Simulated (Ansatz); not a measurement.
The same atomization along the group B, Al, Ga, In.

Calculated with Ansatz (gas phase, PBE0-D4/def2-TZVP geometries, no zero-point term in ΔE). CBS: MP2 limit from def2 TZ/QZ plus the TZ coupled-cluster correction, frozen cores. This one scheme is used for every species, atoms too. Open shells (•) are unrestricted, without spin–orbit coupling. Spin–orbit coupling would lower the free atoms: a little for Al, B, F, O, Si; clearly for Ga; strongly for In. Elements past krypton have def2 core potentials. Bonds to Ga, In are less sure, by a few kJ/mol each and by 10 to 20 or more in all where they break to atoms, as the def2 sets lack core-valence functions. Scalar relativity is left out up to krypton. Each species was taken in one conformer, which may not be the lowest.

(1) Order these by ΔE at CCSD(T)/CBS, lowest first. (Estimate.)
A. `[F][Ga]([F])[O][SiH3]` → 2 F• + Ga• + 3 H• + O• + Si•
B. `FB(F)O[SiH3]` → 2 F• + B• + 3 H• + O• + Si•
C. `[F][In]([F])[O][SiH3]` → 2 F• + In• + 3 H• + O• + Si•
D. `[F][Al]([F])[O][SiH3]` → 2 F• + Al• + 3 H• + O• + Si•

Largest T1 diagnostic: 0.018, for Al•.

## Answers

(1) C (+2591.0 kJ/mol), A (+2770.1 kJ/mol), D (+3127.5 kJ/mol), B (+3303.9 kJ/mol).

For atomizations the MP2-based limit and the directly extrapolated one differ by several kJ/mol either way, and by 10 to 25 for some Ge, Se and Sn compounds, so smaller differences from it don't rank the levels.
